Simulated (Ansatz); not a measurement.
Potential energy curve for ClLi, singlet.

Computed with full CI/cc-pVDZ, frozen core (Ansatz, a program for electronic structure).

**Question.** Relative to R = 2.07 Å, what are the energies at R = 1.80, 2.19, 2.92, 5.71 Å?

**Answer.** 47.4 kJ/mol at 1.80 Å, 3.7 kJ/mol at 2.19 Å, 119.7 kJ/mol at 2.92 Å, 411.5 kJ/mol at 5.71 Å.
